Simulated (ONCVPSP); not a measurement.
## Before and after: ONCV potential for Fe

```
Element                 : Fe (Z = 26)
Generator               : ONCVPSP 4.0.1
Type                    : optimised norm-conserving Vanderbilt (ONCV)
Functional              : PBEsol
Relativity              : scalar-relativistic
Frozen core             : [Ne]
Valence charge          : 16
Reference configuration : 3s2 3p6 3d5 (charge +3)
Partial waves           : 3s: rc 1.05 bohr, ncon 3, nbas 7, qcut 11.8 1/bohr, 1 projector; 3p: rc 0.75 bohr, ncon 5, nbas 8, qcut 12 1/bohr, 2 projectors, debl 1.2 Ha; 3d: rc 1.55 bohr, ncon 3, nbas 8, qcut 10.8 1/bohr, 2 projectors, debl 0.5 Ha; f scattering state at 0.05 Ha: rc 1.50 bohr, ncon 4, nbas 7, qcut 8.5 1/bohr, 1 projector
Local potential         : polynomial inside 0.70 bohr (lpopt 5, dvloc0 -1 Ha)
Core correction         : Teter function, fcfact 3.75, rcfact 1.2
```

In the p channel the program set the typed energies aside and used -3.557, 0.250 Ha. In the d channel the program set the typed energies aside and used -1.587, 0.250 Ha.

Change: d: rc 1.12.

Cutoffs: the cutoffs (Ha) at which the residual kinetic energy of the hardest occupied pseudo-wave falls to 1 and 0.1 mHa per electron; they do not see the model core or the augmentation charge, which bear on the density cutoff. Errors are all-electron minus pseudo energies relative to the spin-unpolarised reference configuration.

Problem. Predict the effect on cutoff, ghosts and configuration errors.

Solution. The potential gets harder (65 Ha and 116 Ha → 65 Ha and 162 Ha); of the 4 tests that both files solve, the error grows in 0 and shrinks in 1 by more than 15 % and 0.3 meV (median size 417.7 → 395.9 meV); neither file shows a bound ghost. A smaller radius makes the pseudo-wave follow the all-electron one further in, where it bends more sharply, so more plane waves are needed.

| quantity | base | changed |
| --- | --- | --- |
| cutoff, loose | 65 Ha | 65 Ha |
| cutoff, tight | 116 Ha | 162 Ha |
| loose cutoff by channel | s 49 Ha, p 65 Ha, d 43 Ha | s 49 Ha, p 65 Ha, d 55 Ha |
| bound ghosts | none | none |
| GHOST(+) flags under 300 eV | none | none |
| error for 3s2 3p6 3d6 4s2, meV [ΔE -59.05 eV] | +487 | +471 |
| error for 3s2 3p6 3d6 4s1, meV [ΔE -50.30 eV] | +348 | +321 |
| error for 3s2 3p6 3d6, meV [ΔE -34.19 eV] | +67 | +27 |
| error for 3s2 3p6 3d5 4s2, meV [ΔE -44.81 eV] | +819 | +822 |
| s: phases at 1.07 bohr within 0.05 rad from the reference energy up to (Ha; the scan ends near 5) | -0.5 | -0.5 |
| p: phases at 0.76 bohr within 0.05 rad from the reference energy up to (Ha; the scan ends near 5) | to the end of the scan | to the end of the scan |
| f: phases at 1.53 bohr within 0.05 rad from the reference energy up to (Ha; the scan ends near 5) | to the end of the scan | to the end of the scan |
| rms error of d²Exc/dni dnj with the model core, mHa | 1.44 | 2.03 |
